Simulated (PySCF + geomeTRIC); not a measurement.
Calculation: PySCF + geomeTRIC with B3LYP-D3(BJ)/def2-TZVP. fastk is a local helper that only speeds up exchange builds. No frequencies were computed at this level.

```python
import json, numpy as np
from pyscf import gto, dft
from fastk import lowrank_exchange
atoms = """
C     -1.524558    -1.363109    -0.080630
Ga    -0.002087     0.001473    -0.003816
C     -0.417832     2.003660     0.064079
C      1.940760    -0.639662     0.014352
H     -1.963815    -1.401037    -1.082024
H     -2.327803    -1.101856     0.614154
H     -1.174447    -2.369241     0.165879
H     -0.125585     2.430298     1.028307
H      0.133378     2.547970    -0.708141
H     -1.484040     2.199448    -0.078530
H      2.201966    -1.066301     0.987435
H      2.106460    -1.420084    -0.733971
H      2.637603     0.178441    -0.187095
"""
def scf(charge, spin, dm0=None):
    mol = gto.M(atom=atoms, basis='def2-tzvp', ecp={}, charge=charge, spin=spin, verbose=3, max_memory=5040)
    mf = dft.KS(mol, xc='b3lyp').density_fit(auxbasis="def2-universal-jkfit")
    mf.disp = 'd3bj'
    mf.grids.level = 3
    mf.conv_tol = 1e-8
    mf.max_cycle = 60
    mf.kernel(dm0)
    if not mf.converged:
        mf = mf.newton().run(mf.mo_coeff, mf.mo_occ).undo_soscf()
    return mf
mf = scf(0, 0)
from pyscf.geomopt.geometric_solver import kernel as optimize
path = []
done, mol = optimize(mf, maxsteps=80, assert_convergence=False, callback=lambda env: path.append((env["energy"], bool(env["g_scanner"].converged))))
res = dict(converged=bool(done and path[-1][1]), energy=path[-1][0], path=[e for e, c in path], xyz=mol.atom_coords(unit="Angstrom").tolist(), nao=mol.nao)
json.dump(res, open("result.json", "w"))
```

Output:

```
converged SCF energy = -2044.71293848845
Geometry optimization cycle 1
converged SCF energy = -2044.71293848806
cycle 1: E = -2044.71293849  dE = -2044.71  norm(grad) = 0.0168433
Geometry optimization cycle 2
converged SCF energy = -2044.7154659211
cycle 2: E = -2044.71546592  dE = -0.00252743  norm(grad) = 0.00389089
Geometry optimization cycle 3
converged SCF energy = -2044.71551408572
cycle 3: E = -2044.71551409  dE = -4.81646e-05  norm(grad) = 0.00212682
Geometry optimization cycle 4
converged SCF energy = -2044.71553600783
cycle 4: E = -2044.71553601  dE = -2.19221e-05  norm(grad) = 0.000389923
Geometry optimization cycle 5
converged SCF energy = -2044.71553660244
cycle 5: E = -2044.7155366  dE = -5.94613e-07  norm(grad) = 0.000230642
<class 'geometric.internal.Distance'> : 12
<class 'geometric.internal.Angle'> : 20
<class 'geometric.internal.OutOfPlane'> : 1
<class 'geometric.internal.Dihedral'> : 18
<class 'geometric.internal.TranslationX'> : 1
<class 'geometric.internal.TranslationY'> : 1
<class 'geometric.internal.TranslationZ'> : 1
<class 'geometric.internal.RotationA'> : 1
<class 'geometric.internal.RotationB'> : 1
<class 'geometric.internal.RotationC'> : 1
Step    0 : Gradient = 4.671e-03/9.068e-03 (rms/max) Energy = -2044.7129384881
Step    1 : Displace = 6.165e-02/7.082e-02 (rms/max) Trust = 1.000e-01 (=) Grad = 1.079e-03/2.018e-03 (rms/max) E (change) = -2044.7154659211 (-2.527e-03) Quality = 1.026
Step    2 : Displace = 4.131e-03/7.393e-03 (rms/max) Trust = 1.414e-01 (+) Grad = 5.899e-04/1.156e-03 (rms/max) E (change) = -2044.7155140857 (-4.816e-05) Quality = 1.525
Step    3 : Displace = 5.188e-03/8.606e-03 (rms/max) Trust = 2.000e-01 (+) Grad = 1.081e-04/2.057e-04 (rms/max) E (change) = -2044.7155360078 (-2.192e-05) Quality = 1.039
Step    4 : Displace = 6.616e-04/1.136e-03 (rms/max) Trust = 2.828e-01 (+) Grad = 6.397e-05/1.199e-04 (rms/max) E (change) = -2044.7155366024 (-5.946e-07) Quality = 1.391
Converged! =D
```

Cost: about 2.2 core-minutes (a rough figure).
